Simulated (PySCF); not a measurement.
Ti(Cl)(OH)(Me)2 (C₂H₇ClOTi), SMILES [CH3][Ti]([CH3])([OH])[Cl], multiplicity 1. Geometry: PBE0-D3(BJ)/def2-SVP. The multiplicity is an assumed one; other spin states were not compared. Other conformers were not sampled.

Computed equilibrium geometry at PBE0-D3(BJ)/def2-SVP (PySCF confirms it by a frequency run) as Cartesian coordinates in Å, and its point group (one conformer of several):
point group Cs.
```xyz
12

Ti    -0.2544    -0.0980     0.0000
Cl     1.9445     0.0624     0.0000
O     -0.9537    -1.7010     0.0000
H     -0.8336    -2.6539     0.0000
C     -1.0109     0.9037    -1.6135
H     -2.1124     0.9012    -1.5640
H     -0.6349     1.9405    -1.5925
H     -0.6856     0.4135    -2.5462
C     -1.0109     0.9037     1.6135
H     -0.6856     0.4135     2.5462
H     -0.6349     1.9405     1.5925
H     -2.1124     0.9012     1.5640
```
